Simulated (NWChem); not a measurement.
Molecule: SiBrClF$_{2}$; SMILES F[Si](F)(Cl)Br

This build's default masses of Se (78.918 u) and Br (79.917 u) are each other's, which moves their modes by up to 0.6 %.

### Question
Give the equilibrium geometry at PBE0/def2-SVP (NWChem) as a Z-matrix, with the point group.

### Answer
point group Cs; any orientation.
```
Si
F 1 1.5989
F 1 1.5989 2 107.33
Cl 1 2.0220 2 109.05 3 -118.00
Br 1 2.1747 2 109.53 3 118.83
```
